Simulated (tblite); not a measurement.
Species: C6H6O2.
Structure used (GFN2-xTB), in Å, numbered top down from 1:
```xyz
14
C6H6O2 angstrom
C      2.8623    1.6740    0.3659
C      2.4057    0.6253   -0.0051
C      1.9629   -0.6272   -0.4583
C      0.6819   -1.0194   -0.4794
C     -0.4276   -0.1697   -0.0253
O     -0.3470    0.9513    0.4121
O     -1.5991   -0.8241   -0.1623
C     -2.7550   -0.1106    0.2421
H      3.2157    2.6041    0.6989
H      2.7417   -1.2960   -0.8065
H      0.4016   -1.9972   -0.8393
H     -2.6882    0.1512    1.3002
H     -2.8559    0.8087   -0.3389
H     -3.5996   -0.7709    0.0637
```

Computed values, GFN2-xTB/tblite, gas phase, harmonic and unscaled. Errors from tens to a few hundred cm⁻¹ against measured bands are possible. One conformer, not necessarily the lowest.

Harmonic wavenumbers (cm⁻¹): 36.2, 51.5, 101.2, 149.8, 204.7, 252.3, 284.8, 373.7, 400.2, 545.2, 622.1, 647.1, 705.1, 746.3, 818.3, 906.4, 910.4, 1004.6, 1039.6, 1125.8, 1140.4, 1153.7, 1186.4, 1335.7, 1388.8, 1442.6, 1465.6, 1629.1, 1743.6, 2237.8, 2973.6, 2986.7, 3033.4, 3045.6, 3101.6, 3395.2.

A = 5531, B = 1212, C = 1000 MHz; mass 110.037 u (most abundant isotopes); point group Cs, symmetry number 1.

Problem. Zero-point energy?

Solution. Half the sum of the wavenumbers: 22093 cm⁻¹ = 264.29 kJ/mol.

Problem. Entropy at 500 K, 1 bar (ideal gas, RRHO, classical rotation)?

Solution. Translation 178.23, rotation 124.70, vibration 176.96: S = 479.9 J/(mol K).

Problem. And Cp and H(500 K) − H(0)?

Solution. Cp = 188.31 J/(mol K), of which vibrations give 155.06 (their classical limit is 36 R = 299.3); H(500 K) − H(0) = 59.30 kJ/mol without the zero-point energy, 42.67 from vibrations.

Problem. What must be added to the electronic energy to get the Gibbs energy at 500 K and 1 bar?

Solution. ZPE + [H(500 K) − H(0)] − T·S = 264.29 + 59.30 − 239.95 = 83.64 kJ/mol.

Problem. Which modes carry the vibrational entropy at 500 K?

Solution. 36.2 cm⁻¹: 27.12; 51.5 cm⁻¹: 24.20; 101.2 cm⁻¹: 18.60; 149.8 cm⁻¹: 15.38; 204.7 cm⁻¹: 12.83; 252.3 cm⁻¹: 11.16 J/(mol K); the other 30 give 67.67 together.

Problem. Blend soft modes into free rotors: weight 1/[1 + (100 cm⁻¹/ν̃)⁴] for the oscillator and the rest for a rotor with moment μB/(μ + B), μ = h/(8π²ν), B = 10⁻⁴⁴ kg m². What vibrational entropy results?

Solution. 158.62 J/(mol K) in place of 176.96, which changes −T·S at 500 K by +9.17 kJ/mol.

Problem. How do the functions run with temperature in this model?

Solution. 
```csv
T (K),S (J/(mol K)),Cp (J/(mol K)),H − H(0) (kJ/mol),G − H(0) (kJ/mol),ln q(vib)
100,287.5,74.2,5.44,-23.31,2.04
200,348.7,105.5,14.45,-55.30,4.49
300,397.4,136.3,26.54,-92.66,6.76
800,580.1,237.2,123.81,-340.23,16.84
1000,635.4,258.3,173.48,-461.91,20.35
```

q(vib) and H(0) count from the zero-point level.

Hindered rotation and anharmonicity are outside this model. Other conformers, if any are populated, would add a mixing term that is left out.
